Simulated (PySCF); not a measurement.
**How methods differ on the ionisation energy of Cu⁺**

Cu⁺ [Ar] 3d10 (1S) → Cu²⁺ [Ar] 3d9 (2D), as a difference of total energies. Computed with PySCF 2.14 in aug-cc-pwCVDZ-PP with ECP10MDF (6s6p5d3f, 70 functions), with a scalar-relativistic core potential. Correlated levels: valence and next inner shell: nothing frozen outside the core potential. The calculations carry no spin-orbit coupling.

| method | ionisation energy (eV) | difference from reference (eV) |
| --- | --- | --- |
| UHF | 17.166 | -3.126 |
| MP2 (valence and next inner shell) | 21.327 | +1.035 |
| SCS-MP2 (valence and next inner shell) | 20.779 | +0.487 |
| CCSD (valence and next inner shell) | 19.855 | -0.437 |
| CCSD(T) (valence and next inner shell) | 20.085 | -0.207 |

Reference: 20.292 eV (measured; NIST Atomic Spectra Database, ionization energies).

The reference lies between the lowest fine-structure levels, while these numbers refer to the centres of the terms.

Errors of the correlated levels include the incompleteness of this basis.
